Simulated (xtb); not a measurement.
C$_{3}$H$_{9}$B, triplet, at a GFN2-xTB geometry (a higher spin typed on purpose: for a closed-shell molecule this is an excited state); GFN2-xTB (xtb 6.7.1).

xtb was given this input:
```
$ xtb mol.xyz --gfn 2 --uhf 2 --grad --json

# file mol.xyz
13

B      0.05650358     0.39417268     0.34215853
C      1.41954857    -0.13518450    -0.48372115
H      1.23896787    -1.03247355    -1.07187377
H      2.08937162    -0.36474791     0.33933365
H      1.85126810     0.63004949    -1.11693327
C     -0.56583753    -0.64972355     1.37286759
H     -0.79811715    -1.61888125     0.91410609
H     -1.49285218    -0.28887489     1.82201511
H      0.10206547    -0.85538698     2.21126460
C     -0.85670585     0.67333727    -1.03925510
H     -1.79304235     1.01427906    -0.60819344
H     -1.02816575    -0.22719148    -1.62518173
H     -0.43404466     1.44178876    -1.67467795
```

Task: Write the output that xtb gives for this input, abridged.

Result: 
```
   ID    Z sym.   atoms
    1    5 B      1
    2    6 C      2, 6, 10
    3    1 H      3-5, 7-9, 11-13

           -------------------------------------------------
          |                Calculation Setup                |
           -------------------------------------------------

           -------------------------------------------------
          |                 G F N 2 - x T B                 |
           -------------------------------------------------

          ...................................................
          :                      SETUP                      :
          :.................................................:
          :  # basis functions                  25          :
          :  # atomic orbitals                  25          :
          :  # shells                           17          :
          :  # electrons                        24          :
          :  max. iterations                   250          :
          :  Hamiltonian                  GFN2-xTB          :
          :  restarted?                      false          :
          :  GBSA solvation                  false          :
          :  PC potential                    false          :
          :  electronic temp.          300.0000000     K    :
          :  accuracy                    1.0000000          :
          :  -> integral cutoff          0.2500000E+02      :
          :  -> integral neglect         0.1000000E-07      :
          :  -> SCF convergence          0.1000000E-05 Eh   :
          :  -> wf. convergence          0.1000000E-03 e    :
          :  Broyden damping             0.4000000          :
          :  net charge                          0          :
          :  unpaired electrons                  2          :
          ...................................................

 iter      E             dE          RMSdq      gap      omega  full diag
   1    -12.1357431 -0.121357E+02  0.508E+00    6.82       0.0  T
   2    -12.2227807 -0.870376E-01  0.334E+00    7.76       1.0  T
   3    -12.2225186  0.262049E-03  0.129E+00    7.51       1.0  T
   4    -12.2263896 -0.387092E-02  0.476E-01    7.88       1.0  T
   5    -12.2298827 -0.349312E-02  0.159E-01    7.73       1.0  T
   6    -12.2298863 -0.360903E-05  0.483E-02    7.75       1.0  T
   7    -12.2298912 -0.490617E-05  0.864E-03    7.75       3.2  T
   8    -12.2298915 -0.289640E-06  0.455E-03    7.74       6.1  T
[...]
         :: total energy             -12.052880990809 Eh    ::
[...]
    11   1 H        0.925     0.062     2.178     2.308
    12   1 H        0.925     0.038     2.473     2.459
    13   1 H        0.925     0.039     2.467     2.456

 Mol. C6AA /au·bohr⁶  :       1106.869195
 Mol. C8AA /au·bohr⁸  :      24305.183222
 Mol. α(0) /au        :         50.793650

Wiberg/Mayer (AO) data.
largest (>0.10) Wiberg bond orders for each atom

 ---------------------------------------------------------------------------
     #   Z sym  total        # sym  WBO       # sym  WBO       # sym  WBO
 ---------------------------------------------------------------------------
     1   5 B    2.577 --     6 C    1.019    10 C    0.706     2 C    0.706
     2   6 C    3.871 --     5 H    0.989     3 H    0.979     4 H    0.956
                             1 B    0.706    10 C    0.199
     3   1 H    0.998 --     2 C    0.979
     4   1 H    0.995 --     2 C    0.956
     5   1 H    0.999 --     2 C    0.989
     6   6 C    3.951 --     1 B    1.019     7 H    0.968     9 H    0.964
                             8 H    0.964
     7   1 H    0.999 --     6 C    0.968
     8   1 H    0.999 --     6 C    0.964
     9   1 H    0.999 --     6 C    0.964
    10   6 C    3.871 --    13 H    0.989    12 H    0.979    11 H    0.956
                             1 B    0.706     2 C    0.199
    11   1 H    0.995 --    10 C    0.956
    12   1 H    0.998 --    10 C    0.979
    13   1 H    0.999 --    10 C    0.989
 ---------------------------------------------------------------------------

Topologies differ in total number of bonds
Writing topology from bond orders to xtbtopo.mol

molecular dipole:
                 x           y           z       tot (Debye)
 q only:        0.173       0.265      -0.326
   full:        0.101      -0.098      -0.556       1.457
molecular quadrupole (traceless):
                xx          xy          yy          xz          yz          zz
 q only:        1.059      -0.726      -0.181       0.766       0.521      -0.877
  q+dip:        1.342      -0.663      -0.693       0.314      -0.698      -0.649
   full:        1.926      -1.070      -1.035       0.573      -0.681      -0.891

           -------------------------------------------------
          | TOTAL ENERGY              -12.052880990809 Eh   |
          | GRADIENT NORM               0.000047336453 Eh/α |
          | HOMO-LUMO GAP               7.745812959576 eV   |
           -------------------------------------------------

normal termination of xtb
```
